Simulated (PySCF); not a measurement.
## Static response to an electric field

Species: C3H9NO2Si.
SMILES with atom numbers: `[CH2:1]=[CH:2][CH2:3][O:4][Si@H:5]([NH2:6])[OH:7]` (hydrogens: H8, H9 on C1; H10 on C2; H11, H12 on C3; H13 on Si5; H14, H15 on N6; H16 on O7)

Geometry (GFN2-xTB, Å), atoms numbered from 1 in this order:
```xyz
16
C3H9NO2Si angstrom
C      2.3490   -0.7538   -0.1985
C      2.0318    0.5258   -0.2100
C      0.7535    1.1036    0.3211
O     -0.1405    0.1529    0.8100
Si    -1.3237   -0.5917   -0.0221
N     -2.3573    0.5845   -0.7434
O     -2.0624   -1.5151    1.0959
H      3.2825   -1.1139   -0.5951
H      1.6777   -1.4892    0.2108
H      2.7059    1.2693   -0.6147
H      0.9914    1.7820    1.1530
H      0.2805    1.6980   -0.4714
H     -0.8445   -1.4106   -1.1297
H     -3.1456    0.2512   -1.2727
H     -2.6463    1.3679   -0.1770
H     -1.5596   -1.8520    1.8323
```

Level: B3LYP/def2-SVPD (PySCF), static field, nuclei fixed, core orbitals frozen in the response. The polarisability tensor in these axes (au):

```
x   82.62 -2.58 -1.46
y   -2.58 80.60 -1.42
z   -1.46 -1.42 65.14
```

What are the eigenvalues, a third of the trace, and Δα (Δα² = ½Σ(αi − αj)² over the three pairs)?

Principal values 64.85, 79.12 and 84.39 au; mean 76.12 au = 11.28 Å³ = 12.55 × 10⁻⁴⁰ C²·m²/J; Δα = 17.51 au (23 % of the mean).

What is the dipole moment, and where does it point?

(0.28, 1.01, 0.10) D, 1.05 D in size, pointing from the negative to the positive side. Measured along this direction, the outermost atoms are H16 at the negative end and H11 at the positive end.

What molar refraction does this α imply?

Lorentz–Lorenz: R = (4π/3)N_A α = 2.5225 cm³/(mol·Å³) × 11.28 Å³ = 28.5 cm³/mol, in the limit of long wavelengths.

What would n − 1 = 2πNα be for an ideal gas of these molecules at 273.15 K and 1 atm, electronic part alone?

N = p/kT = 2.6868 × 10¹⁹ cm⁻³, so n − 1 = 2π × N × 11.28 × 10⁻²⁴ cm³ = 1904 × 10⁻⁶ at long wavelengths.

Rayleigh depolarisation ratio (linearly polarised light, static tensor)?

ρ = 3Δα²/(45ᾱ² + 4Δα²) = 920.1/(260738 + 1226.8) = 0.00351.

The structure is a single GFN2-xTB conformer in the gas phase; no vibrational or solvent corrections.

These values come from a run that also computed excited states. Hardware: one thread, Arm Neoverse V2 (aarch64) (shared host). Cost: 44 s wall, 0.89 GiB resident at most.
